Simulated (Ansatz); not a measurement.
Relaxation of BF₂GaGeH₄ (9 atoms, charge 0, multiplicity 1), to a largest force component of 0.015 eV/Å in at most 40 steps.

Method: RKS LDA/def2-SVP (Ansatz 0.2.0).

```xyz
9
Properties=species:S:1:pos:R:3
B -1.924 0.016 0.523
Ga -0.727 -0.860 -0.027
Ge 1.264 -0.051 -0.432
F 1.692 0.041 1.302
F 1.007 1.558 -1.055
H -2.708 0.289 -0.400
H -2.235 -0.811 1.281
H -0.292 -1.197 -0.760
H 2.523 -0.654 -1.101
```

Where does it end, and by what steps?

The forces met the threshold. After 16 steps the energy has fallen by 13.462 eV; H8 moved furthest, 1.38 Å. The start is strongly strained (largest force component 36 eV/Å).

| step | energy less start (eV) | largest force component (eV/Å) | accepted |
| --- | --- | --- | --- |
| 0 | 0.0000 | 35.966 | yes |
| 1 | -7.3354 | 11.620 | yes |
| 2 | -10.0528 | 4.702 | yes |
| 3 | -11.4656 | 2.083 | yes |
| 4 | -12.5225 | 0.841 | yes |
| 5 | -13.1315 | 0.643 | yes |
| 6 | -13.3709 | 0.548 | yes |
| 7 | -13.4222 | 0.495 | yes |
| 8 | -13.4463 | 0.128 | yes |
| 9 | -13.4526 | 0.070 | yes |
| 10 | -13.4504 | 0.080 | no |
| 11 | -13.4550 | 0.106 | yes |
| 12 | -13.4583 | 0.080 | yes |
| 13 | -13.4600 | 0.050 | yes |
| 14 | -13.4616 | 0.027 | yes |
| 15 | -13.4621 | 0.024 | yes |
| 16 | -13.4623 | 0.011 | yes |

```xyz
9
Properties=species:S:1:pos:R:3
B -2.167 -0.196 0.468
Ga -0.658 -1.085 -0.514
Ge 1.472 0.095 -0.337
F 1.773 0.297 1.364
F 1.175 1.712 -0.904
H -2.856 0.657 -0.068
H -2.385 -0.441 1.644
H -0.594 -2.397 -1.372
H 2.840 -0.312 -0.951
```

Whether the end is a true minimum wasn't checked by a vibrational analysis.

The run took 40 s on 2 threads of Arm Neoverse V1, on a shared host, peak memory 0.18 GiB.
